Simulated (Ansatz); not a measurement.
C4H11BCl3N⁺, that is B(NH2tBu)Cl3 with one electron fewer, relaxed as a doublet with UKS PBE-D4/def2-SVP in Ansatz, starting from the PBE-D4/def2-SVP geometry of the neutral singlet. Force threshold 0.03 eV/Å.

The relaxation made no stability test and no search for a lower SCF solution.

Start:

```xyz
20

B    -1.713   -1.595    0.023
N    -0.208   -0.997    0.327
C     0.381    0.374   -0.012
C     1.833    0.334    0.496
C     0.357    0.591   -1.528
C    -0.401    1.472    0.716
H    -0.105   -1.142    1.347
H     0.409   -1.716   -0.090
H     1.878    0.163    1.592
H     2.333    1.299    0.288
H     2.420   -0.462   -0.009
H     0.875   -0.227   -2.067
H    -0.675    0.648   -1.916
H     0.882    1.539   -1.760
H    -1.442    1.539    0.353
H    -0.434    1.293    1.810
H     0.104    2.442    0.544
Cl   -1.560   -3.285    0.792
Cl   -1.967   -1.700   -1.793
Cl   -2.967   -0.570    0.887
```

**Question.** Estimate the energy that the relaxation releases and the steps that it takes.

**Answer.** 14.7 kJ/mol, in 7 steps; 20 s on 2 threads of AMD EPYC 7R13 on a shared host and a share (18 GiB) of an NVIDIA H100 80GB HBM3. No frequencies were taken in this run, so the end may be a saddle point.

**Question.** Does the start keep its bonding?

**Answer.** By distances, no bond broke or formed. The bond that changes most is B1–N2, from 1.65 to 1.59 Å (atoms count from 1).

**Question.** Predict the relaxed structure.

**Answer.** 
```csv
atom,x (Å),y (Å),z (Å)
B1,-1.6445,-1.5545,0.0328
N2,-0.1776,-1.0292,0.3509
C3,0.3944,0.3840,-0.0121
C4,1.8426,0.3481,0.4930
C5,0.3474,0.5747,-1.5283
C6,-0.4134,1.4573,0.7182
H7,-0.0408,-1.1390,1.3735
H8,0.4761,-1.7181,-0.0671
H9,1.8969,0.1897,1.5904
H10,2.3315,1.3174,0.2786
H11,2.4400,-0.4390,-0.0130
H12,0.8654,-0.2390,-2.0745
H13,-0.6882,0.6602,-1.9135
H14,0.8631,1.5228,-1.7773
H15,-1.4474,1.5484,0.3302
H16,-0.4579,1.2835,1.8122
H17,0.0791,2.4361,0.5569
Cl18,-1.7784,-3.2833,0.7051
Cl19,-1.9495,-1.7203,-1.7674
Cl20,-2.9387,-0.5998,0.9114
```
Bond lengths: 3 × C–C 1.53 Å; 3 × B–Cl 1.83 to 1.86 Å; 1 × B–N 1.59 Å; 1 × C–N 1.57 Å; 9 × C–H 1.11 Å; 2 × H–N 1.04 Å.
